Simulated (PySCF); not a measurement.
An unknown is described by computed data only.

Formula: C5H6NPS.

- NMR, other nuclei: isotropic shieldings of nuclei other than C and H, by class: -116 (1 N), 111 (1 P), 490 (1 S) ppm [GIAO PBE0/pcSseg-1]
- 1H NMR: chemical shifts (computed TMS as zero) by class: 10.01 (1 H), 9.07 (1 H), 8.32 (1 H), 2.35 (3 H) ppm [GIAO PBE0/pcSseg-1]
- Rotational structure: rotational constants A, B, C: 3.462, 0.930, 0.736 GHz [PBE0-D3(BJ)/def2-SVP]
- UV, strongest line: among the 10 lowest singlet transitions: S8 at 5.55 eV (224 nm, f = 0.233) [TDDFT PBE0/def2-SVPD]
- UV, first state: lowest singlet excitation: 3.73 eV (333 nm, f = 0.005) [TDDFT PBE0/def2-SVPD]
- Valence photoelectron: vertical ionisation energy: 8.35 eV [ΔSCF PBE0/def2-SVPD]
- 13C NMR: chemical shifts (computed TMS as zero) by class: 182.6 (1 C), 167.6 (1 C), 145.0 (1 C), 144.2 (1 C), 16.6 (1 C) ppm [GIAO PBE0/pcSseg-1]

Electronic properties: PySCF, gas phase, density fitting. Levels stand in brackets. Isolated species at its PBE0-D3(BJ)/def2-SVP geometry (one conformer only). NMR classes are plain means over equivalent atoms (diastereotopic ones count apart unless rotation or inversion swaps them), as if these changed places fast.

Task: Propose a structure and show how it fits.

Result: Numbering: `[CH3:1][S:2][c:3]1[cH:4][n:5][cH:6][p:7][cH:8]1`. 5 carbons fall into 5 classes; from least to most shielded: aromatic CH next to a ring nitrogen [C6] (182.6 ppm), aromatic CH carbon [C8] (167.6 ppm), aromatic CH next to a ring nitrogen [C4] (145.0 ppm), substituted aromatic carbon [C3] (144.2 ppm), S-methyl carbon [C1] (16.6 ppm). Hydrogen classes from least to most shielded: 1 H on an aromatic CH next to a ring nitrogen, C6 (10.01 ppm), 1 H on an aromatic CH carbon, C8 (9.07 ppm), 1 H on an aromatic CH next to a ring nitrogen, C4 (8.32 ppm), 3 H on an S-methyl carbon, C1 (2.35 ppm). The other shieldings belong to: -116 ppm, pyridine-type nitrogen [N5]; 111 ppm, phosphorus bonded to 2 C [P7]; 490 ppm, sulfide sulfur [S2]. S1 is mainly HOMO−1→LUMO (weight 0.99); the largest Löwdin shares of the orbital it empties are 0.45 on the pyridine-type nitrogen, 0.23 on the phosphorus bonded to 2 C, 0.10 on an aromatic CH next to a ring nitrogen and 0.07 on an aromatic CH next to a ring nitrogen, of the orbital it fills 0.33 on the phosphorus bonded to 2 C, 0.21 on the aromatic CH carbon, 0.17 on an aromatic CH next to a ring nitrogen and 0.10 on the pyridine-type nitrogen. The first electron is taken from the HOMO, whose largest Löwdin shares are 0.46 on the sulfide sulfur, 0.11 on an aromatic CH next to a ring nitrogen, 0.11 on the substituted aromatic carbon and 0.09 on an aromatic CH next to a ring nitrogen. The optimised geometry has point group Cs and is an asymmetric top. Structure: `CSC1=CN=CP=C1`. The assignments are read from this structure; whether some other isomer fits the data as well wasn't checked.

The values belong to the conformer `[CH3:1][S:2][c:3]1[cH:4][n:5][cH:6][p:7][cH:8]1`: C1–S2–C3–C4 1°.
